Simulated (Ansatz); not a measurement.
Input file for CH₆AlIn, SMILES `[AlH2][CH2][InH2]`:

```yaml
crystal:
  periodic: [false, false, false]
  atoms:
    - {symbol: Al, position_ang: [-0.725601, 0.828005, -1.348319]}
    - {symbol: C, position_ang: [0.724700, 0.147208, -0.274106]}
    - {symbol: In, position_ang: [0.152783, -0.914821, 1.514077]}
    - {symbol: H, position_ang: [-1.373273, -0.077580, -2.483392]}
    - {symbol: H, position_ang: [-1.324573, 2.272091, -1.058335]}
    - {symbol: H, position_ang: [1.353665, 0.971962, 0.076337]}
    - {symbol: H, position_ang: [1.319989, -0.567733, -0.851114]}
    - {symbol: H, position_ang: [-0.082637, -2.623481, 1.438089]}
    - {symbol: H, position_ang: [-0.045063, -0.035642, 2.986763]}
basis:
  gaussian: {orbitals: def2-SVP}
correlation: {method: ccsd_t}
```

```sh
$ ansatz run in.yaml --threads 2 --pin off --events-out ev --progress --plain --max-ram 22528MiB --backend cpu
```

Log, shortened:

```
Functional definition: HF
  name "HF"
  cite "Fock, Z. Phys. 61, 126 (1930) doi:10.1007/BF01340294"
  parent pbe
  exchange = exact_x
  correlation = 0
956 factors; integrals over basis functions are off by at most 9.5e-4 eV
mean field evaluation 1: about -12850.5138 eV, gradient 2.7e1 eV
mean field evaluation 2: about -12850.5249 eV, gradient 2.7e1 eV
mean field evaluation 4: about -12852.7716 eV, gradient 2.5e0 eV
mean field evaluation 8: about -12852.8012 eV, gradient 7.2e-4 eV
mean field -12852.80123222 eV, -472.3317333426 hartree, gradient 4.6e-6 eV, S^2 0.000000; 0 other end points of the search recorded, 0 dependent functions left out
10 core orbitals not correlated: weight in the atoms' cores, before any rotation towards them, 1.000 or more for the frozen orbitals, at most 0.000 for the correlated occupied ones
reference -12852.80123222 eV, -472.3317333426 hartree; 13, 13 occupied and 65, 65 virtual orbitals, 956 factors
second order -8.36766314 eV of doubles, -0.00000000 eV of singles
cycle   1  -9.18914819 eV  change   -8.2e-1 eV  update   8.2e-2
cycle   2  -9.56494815 eV  change   -3.8e-1 eV  update   2.7e-2
cycle   3  -9.61274144 eV  change   -4.8e-2 eV  update   9.5e-3
cycle   4  -9.61010598 eV  change    2.6e-3 eV  update   2.8e-3
cycle   5  -9.60960241 eV  change    5.0e-4 eV  update   9.8e-4
cycle   6  -9.60940847 eV  change    1.9e-4 eV  update   3.2e-4
cycle   7  -9.60936227 eV  change    4.6e-5 eV  update   1.1e-4
cycle   8  -9.60937070 eV  change   -8.4e-6 eV  update   4.5e-5
cycle   9  -9.60937222 eV  change   -1.5e-6 eV  update   1.4e-5
perturbative correction -0.28259480 eV, -0.0103851673 hartree
Total energy: -12862.69319924 eV, -472.6952564253 hartree
```

Run time 2.9 s (2 threads of an AMD EPYC 7R13 on a shared host); peak host memory 0.4 GiB.

The correlation energy is -9.892 eV, 2.9 % of it from (T); the T1 diagnostic reads 0.0103.
